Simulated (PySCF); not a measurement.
Compound: mer-MoCl3(NH3)3 (quartet state).
Structure used (PBE0-D3(BJ)/def2-SVP), in Å, numbered top down from 1:
```
atom  x, y, z in Å
Mo1    0.4042   -0.0006   -0.0028
Cl2    0.0720   -0.1760    2.3945
Cl3    0.1427    0.1889   -2.3933
Cl4    2.8023    0.0099    0.0386
N5    -1.8475   -0.0129    0.0141
H6    -2.1325    0.0378    0.9957
H7    -2.2476   -0.8587   -0.3921
H8    -2.2524    0.7681   -0.5025
N9     0.5460    2.2057    0.1290
H10    0.2597    2.6725   -0.7327
H11    1.5571    2.3400    0.2282
H12    0.0946    2.6470    0.9302
N13    0.5710   -2.2042   -0.1467
H14    0.2121   -2.6154   -1.0089
H15    0.1958   -2.7059    0.6590
H16    1.5879   -2.3303   -0.1438
```

Computed with PBE0-D3(BJ)/def2-SVP geometry optimisation, gas phase, def2 core potentials past Kr (PySCF 2.14.0).

Question: Which atoms are bound to Mo1, and at what distances?

Answer: 6 atoms: N13 2.215 Å, N9 2.215 Å, N5 2.252 Å, Cl4 2.399 Å, Cl3 2.412 Å, Cl2 2.427 Å. The nearest atom not counted as bound is H16, at 2.62 Å (others tie with it).

Question: List the angles at Mo1.

Answer: 
| angle | degrees | distance of the outer atoms (Å) |
| --- | --- | --- |
| Cl4–Mo1–N5 | 178.6 | 4.65 |
| N9–Mo1–N13 | 172.0 | 4.42 |
| Cl2–Mo1–Cl3 | 165.9 | 4.80 |
| Cl3–Mo1–Cl4 | 97.2 | 3.61 |
| Cl2–Mo1–Cl4 | 96.9 | 3.61 |
| N5–Mo1–N13 | 94.0 | 3.27 |
| N5–Mo1–N9 | 94.0 | 3.27 |
| Cl2–Mo1–N9 | 91.3 | 3.32 |
| Cl3–Mo1–N13 | 91.3 | 3.31 |
| Cl2–Mo1–N13 | 90.1 | 3.29 |
| Cl3–Mo1–N9 | 89.3 | 3.25 |
| Cl4–Mo1–N9 | 86.0 | 3.15 |
| Cl4–Mo1–N13 | 86.0 | 3.15 |
| Cl3–Mo1–N5 | 84.2 | 3.13 |
| Cl2–Mo1–N5 | 81.7 | 3.06 |

Question: What is the shape at Mo1?

Answer: Distorted octahedral: the three widest angles are 178.6°, 172.0° and 165.9°, the others run from 81.7° to 97.2°. The Mo–Cl distances aren't all alike: 2.399 to 2.427 Å. The Mo–N distances aren't all alike: 2.215 to 2.252 Å.

Question: What are the other bond lengths?

Answer: N5–H6, N5–H7, N5–H8 1.021 Å; N9–H10 and 5 like bonds 1.022 Å.

Question: What are the rotational constants (commonest isotopes, rigid rotor)?

Answer: A = 1060, B = 863.6, C = 715.1 MHz: an asymmetric top.

Point group: near Cs, missed by 0.23 Å at most; the miss may be what the optimiser left on a soft mode. Charge 0, quartet. ⟨S²⟩ = 3.763 (exact for a quartet: 3.75). No PBE0-D3(BJ)/def2-SVP frequencies stand behind this structure, so it isn't proved a minimum.
